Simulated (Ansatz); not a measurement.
## Two structures, one formula

Two isomers of CHNTe, singlet, relaxed at PBE0-D4/def2-TZVP (vibrations not checked).

A:

```csv
atom,x (Å),y (Å),z (Å)
N1,0.7768,-0.0245,1.3434
C2,0.2145,-0.3153,0.3418
Te3,-0.7050,-0.9333,-1.2432
H4,1.1680,0.7633,1.8234
```

B:

```xyz
4
angstrom
C -0.3872 0.0852 0.0154
N 0.3183 0.6827 -0.7738
Te 1.4936 -0.8104 0.4279
H -1.4247 0.0425 0.3305
```

Ansatz 0.2.0; basis: def2-TZVPP; cores frozen in the correlated methods. Filled d shells of the heavier atoms are correlated. Core potentials replace the inner electrons of the atoms past krypton. The def2 sets are not built for correlating such inner shells, so the correlated values are less sure here. B3LYP uses VWN-RPA correlation.

**Question.** Which structure is lower at CCSD(T), and by how much? (To be estimated.)

**Answer.** By the calculation: A, by 100.4 kJ/mol (electronic energy, against the other). By their contacts, A is CHNTe ([NH][C][Te]) and B is CHNTe ([CH]1[N][Te]1).

All methods give the same order:

```json
{"method": "PBE-D4", "E(B) − E(A) (kJ/mol)": "112.3"}
{"method": "r2SCAN-D4", "E(B) − E(A) (kJ/mol)": "119.9"}
{"method": "PBE0-D4", "E(B) − E(A) (kJ/mol)": "114.4"}
{"method": "B3LYP-D4", "E(B) − E(A) (kJ/mol)": "115.8"}
{"method": "wB97M-V", "E(B) − E(A) (kJ/mol)": "106.3"}
{"method": "HF", "E(B) − E(A) (kJ/mol)": "127.2"}
{"method": "MP2", "E(B) − E(A) (kJ/mol)": "104.1"}
{"method": "CCSD", "E(B) − E(A) (kJ/mol)": "102.9"}
{"method": "CCSD(T)", "E(B) − E(A) (kJ/mol)": "100.4"}
```

No T1 diagnostic of these runs exceeds 0.019. The restricted Hartree–Fock reference is unstable towards an unrestricted one at one or more of these structures.

Labels in which every atom is bracketed show which atoms are joined, not bond orders.
